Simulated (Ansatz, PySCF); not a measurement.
This Ansatz (a program for electronic structure) input computes a r2SCAN/def2-TZVPD energy:

Ansatz 0.2 input:
```yaml
crystal:
  periodic: [false, false, false]
  atoms:
    - {symbol: Cl, position_ang: [-0.00000000, -0.00000000, -2.60541295]}
    - {symbol: I, position_ang: [0.00000000, 0.00000000, 0.00000000]}
    - {symbol: Cl, position_ang: [0.00000000, 0.00000000, 2.60541295]}
basis:
  gaussian:
    orbitals: def2-TZVPD
hamiltonian:
  xc: {name: r2SCAN}
total_charge: -1
output: {forces: true}
```

Question: Write an input for the same energy in PySCF and say what it gives.

Answer: 
```python
from pyscf import gto, scf, dft

mol = gto.M(
    atom='''
    Cl   -0.00000000   -0.00000000   -2.60541295
    I     0.00000000    0.00000000    0.00000000
    Cl    0.00000000    0.00000000    2.60541295
    ''',
    basis='def2-tzvpd',
    ecp='def2-tzvp',
    charge=-1,
    spin=0,
    verbose=4,
)

mf = dft.RKS(mol, xc='r2scan').density_fit(auxbasis='def2-universal-jkfit')
mf.grids.level = 4
mf.conv_tol = 1e-9
mf.max_cycle = 100
mf.max_memory = 1500
mf.kernel()
if not mf.converged:
    mf = mf.newton()
    mf.kernel(mf.make_rdm1())
mf.analyze()
```
It gives -1218.32624 Eh, and Ansatz -1218.32623 Eh, a difference of 0.01 mEh.

It need not be the lowest isomer of its formula.
